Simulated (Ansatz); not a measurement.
Program: Ansatz. Geometries: PBE0-D4/def2-TZVP. ΔE: electronic, gas phase. CCSD(T)/CBS adds triple-zeta CCSD(T) − MP2 to the extrapolated MP2 energy (def2 sets, frozen cores). DFT in def2-TZVPP. def2 core potentials past Kr. For Cd, Ga outer-core shells are correlated without core-valence functions, which leaves a few kJ/mol of doubt a bond. Scalar relativity is left out up to krypton. Each species was taken in one conformer, which may not be the lowest.

`[F][Cd][O][SiH3]` + `[CH3][Ga]([NH2])[Cl]` → `[CH3][Cd][F]` + `[NH2][Ga]([Cl])[O][SiH3]`  (redistribution)

Is it downhill or uphill in electronic energy at CCSD(T)/CBS, and by how much? (Best estimate.)

The calculation gave: Downhill: ΔE = -0.48 eV.

What do these levels give: PBE-D4, revPBE-D4, r2SCAN-D4, r2SCAN, r2SCANh, HF/CBS(def2)? (An estimate is asked.)

Ansatz gave: PBE-D4 -0.51, revPBE-D4 -0.50, r2SCAN-D4 -0.53, r2SCAN -0.52, r2SCANh -0.53, HF/CBS(def2) -0.44 eV.

Largest T1 diagnostic among the species: 0.016.

At CCSD(T), def2-SVP lies −0.09 eV from the extrapolated value and def2-TZVPP −0.07 eV. Leaving LDA and LC-ωPBE aside and taking each functional with its dispersion term where it has one, the values, not all of them listed here, spread over 0.08 eV, from BHLYP-D4 to B97M-V. LDA lies −0.09 eV from PBE without D4.
